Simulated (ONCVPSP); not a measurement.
## Which change was made? (B, ONCV)

```
Element                 : boron
Generator               : ONCVPSP 4.0.1
Type                    : optimised norm-conserving Vanderbilt (ONCV)
Functional              : PBEsol
Relativity              : scalar-relativistic
Frozen core             : [He]
Valence charge          : 3
Reference configuration : 2s2 2p1
Partial waves           : 2s: rc 1.40 bohr, ncon 4, nbas 8, qcut 4.2 1/bohr, 2 projectors, debl 0.9 Ha; 2p: rc 4.00 bohr, ncon 5, nbas 8, qcut 3 1/bohr, 1 projector; d scattering state at 0.09 Ha: rc 3.10 bohr, ncon 4, nbas 7, qcut 3.1 1/bohr, 3 projectors, debl 0.6 Ha
Local potential         : polynomial inside 1.00 bohr (lpopt 5, dvloc0 6 Ha)
Core correction         : polynomial model core, fcfact 0.6
```

Cutoffs, loose and tight: the cutoffs (Ha) at which the residual kinetic energy of the hardest occupied pseudo-wave falls to 1 and 0.1 mHa per electron. They do not see the model core or the augmentation charge, which bear on the density cutoff. Test errors are all-electron minus pseudo excitation energies from the reference, over the configurations 2s2 2p0; 2s1 2p0; 2s2 2p0.5; 2s1 2p2; variants that change the core or the reference have their own tests.

The base gives: outcome: generated; cutoff, loose: 12 Ha; cutoff, tight: 75 Ha; bound ghosts: none; GHOST(+) flags above zero: none; largest test error (meV): +686.

After one change the result is: outcome: generated; cutoff, loose: 7.2 Ha; cutoff, tight: 22 Ha; bound ghosts: none; GHOST(+) flags above zero: none; largest test error (meV): +1200. Which change was it?
A. all radii but the core radius scaled by about 0.77 (s 1.08, p 3.10, d 2.40 bohr); local potential polynomial inside 0.78 bohr (lpopt 5, dvloc0 6 Ha)
B. all radii but the core radius scaled by about 0.96 (s 1.34, p 3.82, d 2.96 bohr); local potential polynomial inside 0.96 bohr (lpopt 5, dvloc0 6 Ha)
C. all radii but the core radius scaled by about 1.30 (s 1.82, p 5.20, d 4.02 bohr); local potential polynomial inside 1.30 bohr (lpopt 5, dvloc0 6 Ha)
D. all radii but the core radius scaled by about 1.10 (s 1.54, p 4.38, d 3.40 bohr); local potential polynomial inside 1.10 bohr (lpopt 5, dvloc0 6 Ha)

C. The others give: all radii but the core radius scaled by about 1.10 (s 1.54, p 4.38, d 3.40 bohr); local potential polynomial inside 1.10 bohr (lpopt 5, dvloc0 6 Ha) → outcome: generated; cutoff, loose: 9.7 Ha; cutoff, tight: 61 Ha; bound ghosts: none; GHOST(+) flags above zero: none; largest test error (meV): +833 | all radii but the core radius scaled by about 0.96 (s 1.34, p 3.82, d 2.96 bohr); local potential polynomial inside 0.96 bohr (lpopt 5, dvloc0 6 Ha) → outcome: generated; cutoff, loose: 17 Ha; cutoff, tight: 81 Ha; bound ghosts: none; GHOST(+) flags above zero: none; largest test error (meV): +618 | all radii but the core radius scaled by about 0.77 (s 1.08, p 3.10, d 2.40 bohr); local potential polynomial inside 0.78 bohr (lpopt 5, dvloc0 6 Ha) → outcome: generated; cutoff, loose: 12 Ha; cutoff, tight: 50 Ha; bound ghosts: none; GHOST(+) flags above zero: s, d; largest test error (meV): +376.
